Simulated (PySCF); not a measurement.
Where the electron goes

Compound: C₂H₈S₃Si₂.
Structure used (GFN2-xTB), in Å, numbered top down from 1:
```xyz
15
C2H8S3Si2 angstrom
Si    -2.628    0.101    0.452
S     -1.737   -0.104   -1.503
C      0.037    0.101   -1.171
C      0.630   -1.195   -0.678
S      2.433   -1.053   -0.445
Si     2.381    0.884    0.465
S      0.362    1.460    0.020
H     -1.856   -0.709    1.387
H     -2.636    1.508    0.817
H     -3.946   -0.456    0.204
H      0.478    0.393   -2.126
H      0.470   -1.983   -1.414
H      0.184   -1.496    0.271
H      2.498    0.810    1.910
H      3.325    1.745   -0.219
```

Theory: TDDFT PBE0/def2-SVPD, vertical, gas phase, core orbitals frozen in the response in PySCF 2.14.0, density-fitted response routines.

Kohn–Sham orbitals with the atoms that hold most of them (Löwdin shares over 4%, at most four atoms; ? is withheld):

| orbital | ε (eV) | atoms |
| --- | --- | --- |
| HOMO-3 | -8.73 | S2 41%, S5 17%, Si1 11%, C3 9% |
| HOMO-2 | -7.47 | S7 40%, S2 20%, S5 13%, C3 8% |
| HOMO-1 | -7.31 | ? |
| HOMO | ? | S2 41%, S5 24%, S7 8%, Si1 6% |
| LUMO | -0.84 | ? |
| LUMO+1 | -0.60 | Si6 29%, S5 19%, S7 12%, S2 9% |
| LUMO+2 | 0.04 | Si1 28%, S2 18%, Si6 9%, H8 8% |

Problem. Give the leading atoms of the LUMO.

Solution. S7 (bonded to C and Si) 27%; Si6 (bonded to 2 S and 2 H) 16%; S5 (bonded to C and Si) 15%; C3 (bonded to C, 2 S and H) 10%. By element: sulfur 42% or more, silicon 16% or more, carbon 10% or more.

Problem. Which atoms hold the HOMO-1, and with what shares?

Solution. S5 (bonded to C and Si) 37%; S7 (bonded to C and Si) 23%; Si6 (bonded to 2 S and 2 H) 9%; S2 (bonded to C and Si) 8%. By element: sulfur 68%, silicon 9% or more.

Problem. What is the HOMO energy, and the HOMO–LUMO gap?

Solution. ε(HOMO) = -7.08 eV; the gap is 6.24 eV (0.2293 hartree).

Problem. How does S1 compare with the orbital gap of 6.24 eV?

Solution. S1 is at 4.97 eV (f = 0.0016), 1.27 eV below the gap, made of HOMO→LUMO (84%), HOMO-2→LUMO (8%). 

Problem. One configuration dominates each of S1, S2, S5 and S6. Which, and how do the shares of the two leading atoms of either orbital change from the occupied to the empty one?

Solution. 
- S1 (4.97 eV, f 0.0016), HOMO→LUMO (84%): S2 41% → at most 11%, S5 24% → 15%, S7 8% → 27%, Si6 at most 6% → 16%
- S2 (5.12 eV, f 0.0022), HOMO-1→LUMO (80%): S5 37% → 15%, S7 23% → 27%, Si6 9% → 16%
- S5 (5.49 eV, f 0.0086), HOMO-1→LUMO+1 (82%): S5 37% → 19%, S7 23% → 12%, Si6 9% → 29%
- S6 (5.71 eV, f 0.0078), HOMO-2→LUMO+1 (79%): S7 40% → 12%, S2 20% → 9%, Si6 at most 9% → 29%, S5 13% → 19%

On an Arm Neoverse V1 with one thread, shared host, this took 49 s of wall time and 0.92 GiB of memory at its peak.

One conformer stands for the species.
